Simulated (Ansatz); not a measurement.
Tetramethylammonium triflate, `C[N+](C)(C)C.O=S(=O)([O-])C(F)(F)F`. Total charge 0; triplet. Geometry PBE-D4/def2-SVP, that of the neutral singlet; atoms count from 1.

Cartesian coordinates in Å:
```
C -1.6260 0.3624 2.0856
N -1.0795 -0.3696 0.8998
C -1.5900 0.2781 -0.3660
C -1.5297 -1.7984 0.9263
C 0.4300 -0.3321 0.9433
H -2.7308 0.3380 2.0541
H -1.2621 -0.1192 3.0119
H -1.2720 1.4078 2.0424
H -1.1914 1.3080 -0.4206
H -1.1452 -0.2603 -1.2266
H -2.6948 0.2394 -0.3482
H -1.1600 -2.2806 1.8498
H -2.6343 -1.8338 0.8956
H -1.1103 -2.3076 0.0403
H 0.7580 -0.8035 1.8878
H 0.7577 0.7187 0.8505
H 0.8094 -0.8516 0.0424
O 0.8419 1.8569 -1.0969
S 1.3334 0.9201 -2.1716
O 1.3741 1.4623 -3.5447
O 0.7909 -0.4882 -2.0378
C 3.1412 0.6863 -1.6849
F 3.7643 -0.1735 -2.5065
F 3.2235 0.1856 -0.4199
F 3.8017 1.8549 -1.7062
```

At PBE0-D4/def2-SVP a singlet of charge 0 lies 6.74 eV below the triplet at the same geometry.

Estimate the Mulliken populations from the PBE0/def2-SVP orbitals of Ansatz.


| atom | charge (e) | spin (α − β) |
| --- | --- | --- |
| C1 | 0.11 | -0.03 |
| N2 | -0.39 | -0.02 |
| C3 | 0.06 | -0.03 |
| C4 | 0.11 | -0.03 |
| C5 | 0.07 | -0.01 |
| H6 | 0.01 | 0.08 |
| H7 | 0.01 | 0.08 |
| H8 | 0.02 | 0.07 |
| H9 | 0.05 | 0.05 |
| H10 | 0.05 | 0.05 |
| H11 | 0.02 | 0.06 |
| H12 | 0.01 | 0.08 |
| H13 | 0.01 | 0.08 |
| H14 | 0.02 | 0.07 |
| H15 | 0.02 | 0.06 |
| H16 | 0.03 | 0.07 |
| H17 | 0.04 | 0.05 |
| O18 | -0.34 | 0.42 |
| S19 | 0.74 | 0.07 |
| O20 | -0.33 | 0.39 |
| O21 | -0.33 | 0.45 |
| C22 | 0.53 | 0.00 |
| F23 | -0.16 | 0.00 |
| F24 | -0.19 | 0.00 |
| F25 | -0.16 | 0.00 |
Mulliken values depend strongly on the basis.

Where does the spin sit?

Summed by element: C -0.11, N -0.02, H 0.81, O 1.25, S 0.07, F 0.00, of 2 unpaired in all. Largest on single atoms: O21 0.45, O18 0.42, O20 0.39.

And the Mayer bond orders between heavy atoms (over 0.3)?

C1–N2 0.89 (1.50 Å); N2–C3 0.88 (1.51 Å); N2–C4 0.89 (1.50 Å); N2–C5 0.88 (1.51 Å); O18–S19 1.34 (1.51 Å); S19–O20 1.49 (1.48 Å); S19–O21 1.28 (1.52 Å); S19–C22 0.75 (1.89 Å); C22–F23 1.12 (1.34 Å); C22–F24 1.07 (1.36 Å); C22–F25 1.12 (1.34 Å).
